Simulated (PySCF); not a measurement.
Species: C2H10O2Si2.
SMILES: `CO[SiH2]O[SiH2]C`

Method used: TDDFT CAM-B3LYP/def2-SVPD, vertical, gas phase, core orbitals frozen in the response in PySCF 2.14.0, density-fitted response routines. Isolated species at its GFN2-xTB geometry (one conformer only). Torsions of this conformer, `[CH3:1][O:2][SiH2:3][O:4][SiH2:5][CH3:6]`: C1–O2–Si3–O4 179°, O2–Si3–O4–Si5 3°, Si3–O4–Si5–C6 54°.

Computed states:

| state | E (eV) | f |
| --- | --- | --- |
| S1 | 7.37 | 0.0027 |
| S2 | 7.64 | 0.024 |
| S3 | 8.03 | 0.0075 |
| S4 | 8.11 | 0.0064 |
| S5 | 8.19 | 0.036 |
| S6 | 8.28 | 0.015 |
| S7 | 8.34 | 0.0092 |
| S8 | 8.46 | 0.114 |

Broadening: Gaussians 0.4 eV wide at half height, area fixed by f = 4.319×10⁻⁹ ∫ε dν̃. The width is an assumption, not a result. The curve ends short of the highest state used, and states not computed would add to its high-energy end.

Question: What does the envelope look like, and where are its maxima?

Answer: 
E (eV), ε (L mol⁻¹ cm⁻¹) and a bar:
```
     6.77          0 
     6.79          1 
     6.82          1 
     6.85          2 
     6.87          2 
     6.90          4 
     6.92          6 
     6.95          9 
     6.97         12 
     7.00         18 
     7.02         24 
     7.05         35 #
     7.07         44 #
     7.10         62 #
     7.13         85 #
     7.15        104 ##
     7.18        138 ##
     7.20        166 ###
     7.23        217 ####
     7.25        257 ####
     7.28        328 ######
     7.30        384 #######
     7.33        482 ########
     7.35        557 ##########
     7.38        683 ############
     7.41        825 ##############
     7.43        926 ################
     7.46       1085 ###################
     7.48       1192 ####################
     7.51       1348 #######################
     7.53       1444 #########################
     7.56       1570 ###########################
     7.58       1637 ############################
     7.61       1709 #############################
     7.63       1736 ##############################
     7.66       1745 ##############################
     7.69       1720 ##############################
     7.71       1690 #############################
     7.74       1635 ############################
     7.76       1597 ###########################
     7.79       1554 ###########################
     7.81       1543 ###########################
     7.84       1563 ###########################
     7.86       1608 ############################
```

Maxima: 162 nm (7.65 eV), ε about 1700, made up of S2 (93%) (ε in L mol⁻¹ cm⁻¹; maxima over ε = 5, shares over 10%). At its high-energy end, 7.86 eV, the curve is still rising (ε about 1600, from S2, S3 and S5).

Question: Does any computed singlet lie in the visible range?

Answer: No computed singlet lies in the visible range (380 to 750 nm); the lowest, at 168 nm, stands 4.11 eV above its violet end (3.26 eV).

Question: What would ε be at 7.65 eV, the highest of these maxima, with half the width (0.2 eV)?

Answer: About 3250 L mol⁻¹ cm⁻¹ against 1750, a factor of about 1.9; a lone state at its own centre would give exactly 2.

Question: Coming from long wavelengths, where does ε first pass 100 L mol⁻¹ cm⁻¹?

Answer: At about 173 nm (7.15 eV), 0.22 eV below S1.
